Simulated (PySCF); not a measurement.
Diatomics of K with the chalcogens

MP2 with double-zeta basis sets in PySCF, for the lowest determinant that a PBE0 search found; no spin–orbit coupling. De refers to high-spin ground-configuration atoms.

```tsv
M	basis	reference, frozen orbitals	state (unpaired electrons)	Re (Å)	ωe (cm⁻¹)	De (eV)
S	x2c-SVPall	UHF, 10	doublet (π ↑)	2.857	254	1.93
Se	def2-SVP	UHF, 14	doublet (π ↑)	2.998	195	2.03
Te	def2-SVP	UHF, 9	doublet (π ↑)	3.235	163	1.88
```

The shortest bond is that of KS (2.857 Å), the longest that of KTe (3.235 Å).

The rows differ in basis set, which adds steps of its own.

Down a group the atoms grow and get heavier, so bonds lengthen and wavenumbers fall; this series shows no clear exception.

Correlated steps freeze the inner cores (9 to 14 orbitals); shallow outer-core shells are correlated. Correlated levels converge slowly with the basis: in double zeta they bind strong bonds too weakly, by up to about 1 eV, and carry superposition errors of some tenths. These are scalar-relativistic numbers at best; spin–orbit coupling would shift them, the dissociation energy most. States were picked by a PBE0 search and need not be the measured ground states.
